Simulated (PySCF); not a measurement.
Cost against result

Saddle point of AlAsH6S, singlet (AlH₃S ([AlH2][SH]) + AsH₃ → AlAsH₄ ([AlH2][AsH2]) + H₂S (still joined by a long Al–S bond); bonds formed: Al1–As6, S2–H5; bonds broken: H5–As6; bonds weakened to dative contacts: Al1–S2), PBE0-D4/def2-TZVP structure:

```tsv
atom	x (Å)	y (Å)	z (Å)
Al1	-0.6872	-0.0650	-0.7143
S2	0.8563	1.7160	-1.0125
H3	-0.2709	-1.3536	-1.5271
H4	-2.1033	0.6319	-0.6522
H5	0.5375	0.9380	0.3943
As6	0.0880	-0.2910	1.8281
H7	1.9076	0.8977	-1.1930
H8	0.9081	-1.4642	1.3112
H9	-1.2363	-1.0099	1.5654
```

Barriers are electronic and count from the start structure reached by relaxing down the imaginary mode.

PySCF 2.14 with density fitting (its default auxiliary sets; JK sets also for MP2 and CCSD(T)); basis: as named in each row; cores frozen in the correlated methods. Filled d shells of the heavier atoms are correlated. The def2 sets are not built for correlating such inner shells, so the correlated values are less sure here. B3LYP uses VWN-RPA correlation. Extrapolation: Hartree–Fock as exp(−7.88 √X), correlation as X^−2.97.

Times are rough, for one single point on 4 threads of a shared host (Arm Neoverse V1).

The estimate by CCSD(T) at an estimated basis limit (MP2 extrapolated from triple and quadruple zeta, plus CCSD(T) − MP2 in triple zeta) is 94.3 kJ/mol.

```json
{"method": "HF", "basis": "STO-3G", "time (s)": "under 1", "barrier (kJ/mol)": "187.1", "method less estimate": "92.7"}
{"method": "B3LYP-D4", "basis": "6-31G", "time (s)": "4", "barrier (kJ/mol)": "109.2", "method less estimate": "14.8"}
{"method": "PBE0-D4", "basis": "def2-SVP", "time (s)": "5", "barrier (kJ/mol)": "76.3", "method less estimate": "-18.0"}
{"method": "PBE-D4", "basis": "def2-SVP", "time (s)": "6", "barrier (kJ/mol)": "61.6", "method less estimate": "-32.7"}
{"method": "SPW92", "basis": "def2-TZVPP", "time (s)": "10", "barrier (kJ/mol)": "42.5", "method less estimate": "-51.8"}
{"method": "MP2", "basis": "def2-QZVPP", "time (s)": "10", "barrier (kJ/mol)": "86.7", "method less estimate": "-7.7"}
{"method": "PBE-D4", "basis": "def2-TZVPP", "time (s)": "13", "barrier (kJ/mol)": "60.6", "method less estimate": "-33.7"}
{"method": "PBE0-D4", "basis": "def2-TZVPP", "time (s)": "13", "barrier (kJ/mol)": "74.2", "method less estimate": "-20.1"}
{"method": "B3LYP-D4", "basis": "def2-TZVPP", "time (s)": "13", "barrier (kJ/mol)": "90.1", "method less estimate": "-4.3"}
{"method": "BHLYP-D4", "basis": "def2-TZVPP", "time (s)": "14", "barrier (kJ/mol)": "108.4", "method less estimate": "14.0"}
{"method": "r2SCAN-D4", "basis": "def2-TZVPP", "time (s)": "31", "barrier (kJ/mol)": "70.7", "method less estimate": "-23.6"}
{"method": "CCSD(T)", "basis": "def2-SVP", "time (s)": "37", "barrier (kJ/mol)": "111.4", "method less estimate": "17.0"}
{"method": "wB97M-V", "basis": "def2-TZVPP", "time (s)": "190", "barrier (kJ/mol)": "98.9", "method less estimate": "4.6"}
{"method": "CCSD(T)", "basis": "def2-TZVPP", "time (s)": "700", "barrier (kJ/mol)": "99.5", "method less estimate": "5.2"}
```

All methods are single points on the PBE0-D4 structures.

No T1 diagnostic of these runs exceeds 0.012.

Labels in which every atom is bracketed show which atoms are joined, not bond orders.
